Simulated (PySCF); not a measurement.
# Levels of Au⁴⁸⁺ from EOM-EA-GCCSD

Reference: closed-shell Au⁴⁹⁺, [Ar] 3d10 4s2; one electron is added. Calculated with PySCF 2.14, two-component X2C-1e with screened spin-orbit coupling, an even-tempered Gaussian basis (18 s from 3 bohr⁻², ratio 2.6; 15 p from 3.9 bohr⁻², ratio 2.6; 10 d from 3.9 bohr⁻², ratio 2.6; 6 f from 4.1 bohr⁻², ratio 2.8); frozen [Ar]; the 92 highest virtual spinors dropped; of the others 68 kept and the rest restored at second order. No Breit or QED terms. Binding energies in eV.

| level | Koopmans |
| --- | --- |
| 4p1/2 | 2707.5 |
| 4p3/2 | 2567.2 |

Question: How does correlation move these levels?

Answer: 4p1/2: second order 2709.1, EOM-CCSD 2708.8; 4p3/2: second order 2569.1, EOM-CCSD 2569.1.

For comparison, the ionisation energy of Au⁴⁸⁺ is 2708 ± 4 eV (theoretical estimate listed by NIST; NIST Atomic Spectra Database, ionization energies).
